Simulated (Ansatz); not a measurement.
**Relaxing a trial structure of C3H6BF3O**

The starting geometry of this gas-phase triplet was optimised with GFN2-xTB as a singlet; its bonds are those of `FCOCCB(F)F`.

```xyz
14

C     0.7753   -2.2438    1.3225
C     0.6123    0.0587    0.8929
C     1.0310    1.0504   -0.1929
B     2.5627    0.9257   -0.5749
F    -0.5045   -2.4001    1.8162
F     3.0397    1.2841   -1.7472
F     3.4777    0.4881    0.2635
O     0.8320   -1.2558    0.3878
H     1.0453   -3.1864    0.8356
H     1.4078   -2.0455    2.2052
H     1.2155    0.2053    1.7994
H    -0.4474    0.1810    1.1482
H     0.4088    0.8934   -1.0744
H     0.8180    2.0602    0.1648
```

Problem. Predict what it relaxes into with PBE-D3(BJ)/def2-SVP.

Solution. A bond breaks, giving a structure given below by its coordinates. Distances that change by over a tenth: B4–O8 (2.95 → 1.79 Å). Contacts that open: C3–B4 (1.58 → 3.21 Å).

The energy falls by 2.74 eV over 52 steps:

```tsv
step	E − E(last) (eV)
1	2.741
7	0.568
12	0.291
18	0.266
24	0.196
29	0.019
35	0.002
41	0.000
46	0.000
52	0.000
```

Final geometry (Å):

```xyz
14

C     1.1806   -2.0036    1.0854
C     0.5096    0.3385    0.9585
C     0.2158    1.3636   -0.0600
B     2.8520   -0.4492   -0.3103
F    -0.0783   -2.5284    1.0366
F     2.6053    0.2021   -1.4695
F     3.4006    0.2869    0.6973
O     1.2181   -0.8049    0.3272
H     1.9187   -2.6689    0.5906
H     1.4494   -1.8041    2.1477
H     1.1526    0.7166    1.7798
H    -0.4171   -0.1062    1.3876
H    -0.2704    1.0685   -1.0008
H     0.5371    2.4048    0.0768
```

No frequencies were run, so the end isn't proven a minimum. Open shells are spin-unrestricted. The triplet needn't be the ground state. Run with Ansatz 0.2.0, 3.1 min on 4 threads of Arm Neoverse V1 (shared host).
